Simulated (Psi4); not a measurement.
Input for Psi4: SAPT0/jun-cc-pV(D+d)Z on C3H11AlO (a complex), monomers drawn apart or pushed together.

```
memory 8100 MB

molecule dimer {
0 1
C     0.00465871    0.65506392   -1.10180150
Al    0.15315316   -0.07140477    0.73564969
C     1.93289906   -0.09291338    1.57865918
C    -1.15786005   -1.44618792    1.29854486
H     0.46203798   -0.02607496   -1.82726899
H     0.52357125    1.61294718   -1.22390372
H    -1.03133044    0.79667961   -1.42949236
H     1.88038753   -0.25454227    2.65982725
H     2.48305907    0.83886942    1.41459742
H     2.55348150   -0.89853897    1.17156102
H    -1.22614783   -1.54824823    2.38786421
H    -0.86994613   -2.43432472    0.92419760
H    -2.16942039   -1.26098833    0.92022612
--
0 1
O    -0.90605357    1.76175742    1.82629664
H    -1.70175409    1.48171352    2.29730235
H    -1.16534092    2.44609062    1.19549923
units angstrom
symmetry c1
no_reorient
no_com
}

set {
  basis jun-cc-pV(D+d)Z
  scf_type df
  freeze_core true
}

energy('sapt0')
```

It printed:

```
[...]
==> Input File <==

--------------------------------------------------------------------------
memory 8100 MB

molecule dimer {
0 1
C     0.00465871    0.65506392   -1.10180150
Al    0.15315316   -0.07140477    0.73564969
C     1.93289906   -0.09291338    1.57865918
C    -1.15786005   -1.44618792    1.29854486
H     0.46203798   -0.02607496   -1.82726899
H     0.52357125    1.61294718   -1.22390372
H    -1.03133044    0.79667961   -1.42949236
H     1.88038753   -0.25454227    2.65982725
H     2.48305907    0.83886942    1.41459742
H     2.55348150   -0.89853897    1.17156102
H    -1.22614783   -1.54824823    2.38786421
H    -0.86994613   -2.43432472    0.92419760
H    -2.16942039   -1.26098833    0.92022612
--
0 1
O    -0.90605357    1.76175742    1.82629664
H    -1.70175409    1.48171352    2.29730235
H    -1.16534092    2.44609062    1.19549923
units angstrom
symmetry c1
no_reorient
no_com
}

set {
  basis jun-cc-pV(D+d)Z
  scf_type df
  freeze_core true
}

energy('sapt0')
--------------------------------------------------------------------------


   => Loading Basis Set <=

    Name: JUN-CC-PV(D+D)Z
    Role: ORBITAL
    Keyword: BASIS
    atoms 1, 3-4      entry C          line   188 file jun-cc-pv_dpd_z.gbs
    atoms 2           entry AL         line   500 file jun-cc-pv_dpd_z.gbs
    atoms 5-13, 15-16 entry H          line    60 file jun-cc-pv_dpd_z.gbs
    atoms 14          entry O          line   256 file jun-cc-pv_dpd_z.gbs

   => Loading Basis Set <=

    Name: JUN-CC-PV(D+D)Z
    Role: ORBITAL
    Keyword: BASIS
    atoms 1, 3-4      entry C          line   188 file jun-cc-pv_dpd_z.gbs
    atoms 2           entry AL         line   500 file jun-cc-pv_dpd_z.gbs
    atoms 5-13, 15-16 entry H          line    60 file jun-cc-pv_dpd_z.gbs
    atoms 14          entry O          line   256 file jun-cc-pv_dpd_z.gbs


  //>>>>>>>>>>>>>>>>>>>>>>>>>>>>>>>>>>>//
  //              Dimer HF             //
  //<<<<<<<<<<<<<<<<<<<<<<<<<<<<<<<<<<<//

   => Libint2 <=

    Primary   basis highest AM E, G, H:  7, 6, 3
    Auxiliary basis highest AM E, G, H:  7, 7, 4
    Onebody   basis highest AM E, G, H:  -, -, -
    Solid Harmonics ordering:            Gaussian


   => Loading Basis Set <=

    Name: JUN-CC-PV(D+D)Z
    Role: ORBITAL
    Keyword: BASIS
    atoms 1, 3-4      entry C          line   188 file jun-cc-pv_dpd_z.gbs
    atoms 2           entry AL         line   500 file jun-cc-pv_dpd_z.gbs
    atoms 5-13, 15-16 entry H          line    60 file jun-cc-pv_dpd_z.gbs
    atoms 14          entry O          line   256 file jun-cc-pv_dpd_z.gbs


         ---------------------------------------------------------
                                   SCF
               by Justin Turney, Rob Parrish, Andy Simmonett
                          and Daniel G. A. Smith
                              RHF Reference
                        4 Threads,   7724 MiB Core
         ---------------------------------------------------------

  ==> Geometry <==

    Molecular point group: c1
    Full point group: C1

    Geometry (in Angstrom), charge = 0, multiplicity = 1:

       Center              X                  Y                   Z               Mass
    ------------   -----------------  -----------------  -----------------  -----------------
         C            0.004658710000     0.655063920000    -1.101801500000    12.000000000000
         AL           0.153153160000    -0.071404770000     0.735649690000    26.981538530000
         C            1.932899060000    -0.092913380000     1.578659180000    12.000000000000
         C           -1.157860050000    -1.446187920000     1.298544860000    12.000000000000
         H            0.462037980000    -0.026074960000    -1.827268990000     1.007825032230
         H            0.523571250000     1.612947180000    -1.223903720000     1.007825032230
         H           -1.031330440000     0.796679610000    -1.429492360000     1.007825032230
         H            1.880387530000    -0.254542270000     2.659827250000     1.007825032230
         H            2.483059070000     0.838869420000     1.414597420000     1.007825032230
         H            2.553481500000    -0.898538970000     1.171561020000     1.007825032230
         H           -1.226147830000    -1.548248230000     2.387864210000     1.007825032230
         H           -0.869946130000    -2.434324720000     0.924197600000     1.007825032230
         H           -2.169420390000    -1.260988330000     0.920226120000     1.007825032230
         O           -0.906053570000     1.761757420000     1.826296640000    15.994914619570
         H           -1.701754090000     1.481713520000     2.297302350000     1.007825032230
         H           -1.165340920000     2.446090620000     1.195499230000     1.007825032230

  Running in c1 symmetry.

  Rotational constants: A =      0.08261  B =      0.06406  C =      0.06115 [cm^-1]
  Rotational constants: A =   2476.44942  B =   1920.37441  C =   1833.14585 [MHz]
  Nuclear 
[...]
1029056489011246
    One-Electron Energy =                -122.8173351109346498
    Two-Electron Energy =                  37.6766388525584404
    Total Energy =                        -76.0377906094750813

Computation Completed


Properties will be evaluated at   0.000000,   0.000000,   0.000000 [a0]

Properties computed using the SCF density matrix


 Multipole Moments:

 ------------------------------------------------------------------------------------
     Multipole            Electronic (a.u.)      Nuclear  (a.u.)        Total (a.u.)
 ------------------------------------------------------------------------------------

 L = 1.  Multiply by 2.5417464519 to convert [e a0] to [Debye]
 Dipole X            :         18.3706672          -19.1155692           -0.7449020
 Dipole Y            :        -33.7770764           34.0563863            0.2793099
 Dipole Z            :        -34.3282542           34.2100422           -0.1182120
 Magnitude           :                                                    0.8042805

 ------------------------------------------------------------------------------------

  Constructing Basis Sets for SAPT...

   => Loading Basis Set <=

    Name: (JUN-CC-PV(D+D)Z AUX)
    Role: RIFIT
    Keyword: DF_BASIS_SAPT
    atoms 1, 3-4      entry C          line   100 file jun-cc-pvdz-ri.gbs
    atoms 2           entry AL         line   320 file jun-cc-pvdz-ri.gbs
    atoms 5-13, 15-16 entry H          line    30 file jun-cc-pvdz-ri.gbs
    atoms 14          entry O          line   188 file jun-cc-pvdz-ri.gbs

   => Loading Basis Set <=

    Name: (JUN-CC-PV(D+D)Z AUX)
    Role: JKFIT
    Keyword: DF_BASIS_ELST
    atoms 1, 3-4      entry C          line   146 file jun-cc-pvdz-jkfit.gbs
    atoms 2           entry AL         line   426 file jun-cc-pvdz-jkfit.gbs
    atoms 5-13, 15-16 entry H          line    70 file jun-cc-pvdz-jkfit.gbs
    atoms 14          entry O          line   258 file jun-cc-pvdz-jkfit.gbs


  //>>>>>>>>>>>>>>>>>>>>>>>>>>>>>>>>>>>//
  //               SAPT0               //
  //<<<<<<<<<<<<<<<<<<<<<<<<<<<<<<<<<<<//



        SAPT0
    Ed Hohenstein
     6 June 2009

      Orbital Information
  --------------------------
    NSO        =       154
    NMO        =       154
    NRI        =       499
    NRI (Elst) =       690
    NOCC A     =        20
    NOCC B     =         5
    FOCC A     =         8
    FOCC B     =         1
    NVIR A     =       134
    NVIR B     =       149

    Elst10,r            =    -0.034537315882 [Eh]
    Exch10              =     0.024132208151 [Eh]
    Exch10 (S^2)        =     0.023871310608 [Eh]

    Maxiter = 50
    CPHF R converge = 1.000000E-08

    Iter     Energy [mEh]          dE [mEh]         Residual      Time [s]
       1      -5.13229120       5.132291203     9.381041e-03             0
       2      -5.81207009       0.679778891     2.276554e-03             0
       3      -5.91170043       0.099630339     5.094688e-04             0
       4      -5.89307265      -0.018627783     2.109241e-04             0
       5      -5.89018044      -0.002892213     6.006812e-05             0
       6      -5.89237324       0.002192806     1.257254e-05             0
       7      -5.89213687      -0.000236373     2.471495e-06             0
       8      -5.89213449      -0.000002378     6.766042e-07             0
       9      -5.89214181       0.000007317     1.900745e-07             0
      10      -5.89214274       0.000000931     5.031226e-08             0
      11      -5.89214201      -0.000000732     9.277141e-09             0

    CHF Iterations converged

    Maxiter = 50
    CPHF R converge = 1.000000E-08

    Iter     Energy [mEh]          dE [mEh]         Residual      Time [s]
       1     -15.40163685      15.401636854     2.316850e-02             0
       2     -19.86750942       4.465872564     7.053329e-03             1
       3     -20.02091971       0.153410295     2.169409e-03             1
       4     -19.94918648      -0.071733237     5.619285e-04             1
       5     -19.94122016      -0.007966316     8.942438e-05             1
       6     -19.94573424       0.004514083     2.056013e-05             1
       7     -19.94487481      -0.000859432     3.944454e-06             1
       8     -19.94497373       0.000098919     5.094342e-07             1
       9     -19.94496724      -0.000006488     1.222169e-07             1
      10     -19.94496765       0.000000412     3.332034e-08             1
      11     -19.94496777       0.000000121     6.054182e-09             1

    CHF Iterations converged

    Ind20,r (A<-B)      =    -0.005892142008 [Eh]
    Ind20,r (B<-A)      =    -0.019944967775 [Eh]
    Ind20,r             =    -0.025837109782 [Eh]
    Exch-Ind20,r (A<-B) =     0.004669715959 [Eh]
    Exch-Ind20,r (B<-A) =     0.011905759404 [Eh]
    Exch-Ind20,r        =     0.016575475363 [Eh]
    Disp20              =    -0.006897141270 [Eh]
    Disp20 (SS)         =    -0.003448570635 [Eh]
    Disp20 (OS)         =    -0.003448570635 [Eh]
    Exch-Disp20         =     0.001478979476 [Eh]
    Exch-Disp20 (SS)    =     0.000872589656 [Eh]
    Exch-Disp20 (OS)    =     0.000606389820 [Eh]

    SAPT Results
  --------------------------------------------------------------------------------------------------------
    Electrostatics                -34.53731588 [mEh]     -21.67249292 [kcal/mol]     -90.67771036 [kJ/mol]
      Elst10,r                    -34.53731588 [mEh]     -21.67249292 [kcal/mol]     -90.67771036 [kJ/mol]

    Exchange                       24.13220815 [mEh]      15.14318924 [kcal/mol]      63.35910377 [kJ/mol]
      Exch10                       24.13220815 [mEh]      15.14318924 [kcal/mol]      63.35910377 [kJ/mol]
      Exch10(S^2)                  23.87131061 [mEh]      14.97947356 [kcal/mol]      62.67411737 [kJ/mol]

    Induction                     -11.77501807 [mEh]      -7.38893539 [kcal/mol]     -30.91530567 [kJ/mol]
      Ind20,r                     -25.83710978 [mEh]     -16.21303116 [kcal/mol]     -67.83532239 [kJ/mol]
      Exch-Ind20,r                 16.57547536 [mEh]      10.40126782 [kcal/mol]      43.51890457 [kJ/mol]
      delta HF,r (2)               -2.51338365 [mEh]      -1.57717205 [kcal/mol]      -6.59888786 [kJ/mol]

    Dispersion                     -5.41816179 [mEh]      -3.39994786 [kcal/mol]     -14.22538183 [kJ/mol]
      Disp20                       -6.89714127 [mEh]      -4.32802149 [kcal/mol]     -18.10844191 [kJ/mol]
      Exch-Disp20                   1.47897948 [mEh]       0.92807363 [kcal/mol]       3.88306008 [kJ/mol]
      Disp20 (SS)                  -3.44857064 [mEh]      -2.16401074 [kcal/mol]      -9.05422096 [kJ/mol]
      Disp20 (OS)                  -3.44857064 [mEh]      -2.16401074 [kcal/mol]      -9.05422096 [kJ/mol]
      Exch-Disp20 (SS)              0.87258966 [mEh]       0.54755828 [kcal/mol]       2.29098383 [kJ/mol]
      Exch-Disp20 (OS)              0.60638982 [mEh]       0.38051536 [kcal/mol]       1.59207625 [kJ/mol]

  Total HF                        -22.18012580 [mEh]     -13.91823907 [kcal/mol]     -58.23391226 [kJ/mol]
  Total SAPT0                     -27.59828759 [mEh]     -17.31818692 [kcal/mol]     -72.45929409 [kJ/mol]

  Special recipe for scaled SAPT0 (see Manual):
    Electrostatics sSAPT0         -34.53731588 [mEh]     -21.67249292 [kcal/mol]     -90.67771036 [kJ/mol]
    Exchange sSAPT0                24.13220815 [mEh]      15.14318924 [kcal/mol]      63.35910377 [kJ/mol]
    Induction sSAPT0              -11.22557983 [mEh]      -7.04415769 [kcal/mol]     -29.47275579 [kJ/mol]
    Dispersion sSAPT0              -5.36913708 [mEh]      -3.36918439 [kcal/mol]     -14.09666747 [kJ/mol]
  Total sSAPT0                    -26.99982465 [mEh]     -16.94264576 [kcal/mol]     -70.88802985 [kJ/mol]
  --------------------------------------------------------------------------------------------------------



*** Psi4 exiting successfully. Buy a developer a beer!
```

The run finished.

Cost: roughly 50 core-seconds.
